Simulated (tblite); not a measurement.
C7H11ClO.
Atom-mapped SMILES: `[CH3:1][CH2:2][C:3]([C:4](=[O:5])[Cl:6])=[C:7]([CH3:8])[CH3:9]` (hydrogens: H10, H11, H12 on C1; H13, H14 on C2; H15, H16, H17 on C8; H18, H19, H20 on C9)

Geometry (GFN2-xTB, Å), atoms numbered from 1 in this order:
```
atom  x, y, z in Å
C1     2.3429   -0.1621   -0.5051
C2     1.1816    0.8287   -0.6070
C3     0.0818    0.4857    0.3650
C4     0.2142    0.8932    1.7521
O5    -0.4745    0.6089    2.6848
Cl6    1.6188    1.9538    2.0916
C7    -1.0094   -0.2310   -0.0062
C8    -1.1598   -0.7460   -1.4046
C9    -2.1433   -0.5475    0.9087
H10    3.1156    0.0903   -1.2272
H11    2.7788   -0.1311    0.4897
H12    2.0047   -1.1781   -0.6990
H13    1.5534    1.8301   -0.3924
H14    0.7909    0.8365   -1.6235
H15   -1.5182    0.0522   -2.0561
H16   -1.8860   -1.5540   -1.4363
H17   -0.2190   -1.1115   -1.8054
H18   -3.0095   -0.8877    0.3464
H19   -1.8494   -1.3322    1.6063
H20   -2.4189    0.3125    1.5152
```

All values are computed: GFN2-xTB (tblite) harmonic vibrations without scaling, gas phase. The method is semi-empirical: single wavenumbers can be off by several per cent or more. One conformer, not necessarily the lowest.

Harmonic wavenumbers (cm⁻¹): 27.8, 78.6, 90.9, 115.8, 141.7, 173.1, 201.2, 233.2, 301.9, 382.3, 386.9, 408.7, 469.5, 477.4, 506.3, 637.8, 683.4, 775.0, 830.0, 933.3, 950.7, 1001.1, 1022.9, 1051.0, 1051.9, 1084.9, 1156.5, 1210.9, 1241.4, 1278.2, 1320.3, 1389.1, 1397.8, 1411.3, 1450.7, 1465.4, 1467.2, 1474.7, 1497.4, 1504.2, 1508.2, 1605.6, 1770.0, 2993.2, 3000.3, 3003.9, 3018.1, 3031.0, 3037.3, 3038.6, 3040.0, 3048.8, 3052.9, 3055.2.

A = 1819, B = 1099, C = 739.0 MHz; mass 146.050 u (most abundant isotopes); point group C1, symmetry number 1.

Question: Zero-point energy?

Answer: Half the sum of the wavenumbers: 35743 cm⁻¹ = 102.19 kcal/mol.

Question: Give the ideal-gas entropy at 350 K and 1 bar in the rigid-rotor, harmonic-oscillator model (classical rotation).

Answer: Translation 41.67, rotation 30.24, vibration 40.09: S = 112.0 cal/(mol K).

Question: And Cp and H(350 K) − H(0)?

Answer: Cp = 45.72 cal/(mol K), of which vibrations give 37.77 (their classical limit is 54 R = 107.3); H(350 K) − H(0) = 9.84 kcal/mol without the zero-point energy, 7.05 from vibrations.

Question: How do the functions run with temperature in this model?

Answer: 
```tsv
T (K)	S (cal/(mol K))	Cp (cal/(mol K))	H − H(0) (kcal/mol)	G − H(0) (kcal/mol)	ln q(vib)
150	82.6	26.4	2.62	-9.77	3.97
250	98.3	36.1	5.75	-18.84	7.08
298.15	105.1	40.7	7.59	-23.74	8.52
400	118.4	50.4	12.24	-35.13	11.47
600	142.0	66.2	23.98	-61.22	17.00
900	172.1	81.9	46.38	-108.48	24.69
```

q(vib) and H(0) count from the zero-point level.

Question: Which modes carry the vibrational entropy at 350 K?

Answer: 27.8 cm⁻¹: 6.30; 78.6 cm⁻¹: 4.24; 90.9 cm⁻¹: 3.95; 115.8 cm⁻¹: 3.48; 141.7 cm⁻¹: 3.09; 173.1 cm⁻¹: 2.70 cal/(mol K); the other 48 give 16.32 together.

Question: Blend soft modes into free rotors: weight 1/[1 + (100 cm⁻¹/ν̃)⁴] for the oscillator and the rest for a rotor with moment μB/(μ + B), μ = h/(8π²ν), B = 10⁻⁴⁴ kg m². What vibrational entropy results?

Answer: 36.56 cal/(mol K) in place of 40.09, which changes −T·S at 350 K by +1.24 kcal/mol.

Hindered rotation and anharmonicity are outside this model. Other conformers, if any are populated, would add a mixing term that is left out. The structure is chiral; the term R ln 2 for an equal mix with its mirror image is left out.

Run on x86-64 server, one thread, on a shared host. This covers the Hessian and the dipole derivatives.
